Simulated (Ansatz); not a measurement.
## A ladder of methods for SnH3O (SMILES [OH][SnH2])

SnH3O has 5 atoms, charge 0, and is taken as a doublet. As SMILES, `[OH][SnH2]`. The shape is that of a PBE0-D4/def2-TZVP optimisation. This is one conformer, not always the lowest.

```xyz
5

O     0.7074   -0.7329    0.8619
Sn    0.1045    0.3088   -0.7055
H     0.3686   -1.6313    0.8732
H    -1.6068    0.0613   -0.8459
H     0.4763    1.9204   -0.2249
```

Quantity: the energy change with the Sn2–H5 bond stretched from 1.722 to 2.583 Å, in eV. The values are calculated.

```
            level                    kind  program  value (eV)  less FCI/STO-3G  CPU time (all runs)
       UHF/STO-3G            Hartree–Fock   Ansatz        2.96            +0.26                1.4 s
    UB3LYP/STO-3G           global hybrid   Ansatz        2.86            +0.16                6.5 s
     UPBE0/STO-3G           global hybrid   Ansatz        2.97            +0.27                6.6 s
   U-wB97X/STO-3G  range-separated hybrid   Ansatz        3.18            +0.48                 30 s
UCAM-B3LYP/STO-3G  range-separated hybrid   Ansatz        3.06            +0.36                7.8 s
      UMP2/STO-3G     perturbation theory   Ansatz        3.08            +0.38                1.4 s
 UCCSDT(Q)/STO-3G   coupled cluster or CI   Ansatz        2.70             0.00                6.3 s
    UCCSDT/STO-3G   coupled cluster or CI   Ansatz        2.70             0.00                4.7 s
       FCI/STO-3G      exact in the basis   Ansatz        2.70             0.00              2.2 min
```

FCI/STO-3G is exact within its basis and frozen core, so for wave-function methods in that basis the difference is their error; functionals converge differently with the basis, so for them it is only a difference. All-electron rows without a relativistic Hamiltonian named are non-relativistic. The first shape isn't each level's own minimum. The values span 2.70 to 3.18 eV. Spin contamination of the reference (⟨S²⟩ at least 0.1 too high) touches UHF/STO-3G, UPBE0/STO-3G, U-wB97X/STO-3G, UCAM-B3LYP/STO-3G, UMP2/STO-3G, UCCSDT(Q)/STO-3G, UCCSDT/STO-3G. All rows use very small basis sets, so none should be taken for the real molecule's value. In the correlated wave-function rows the outer d shell of Sn is correlated, in sets not made for it. CPU times are rough (shared hosts, several kinds of processor and program).
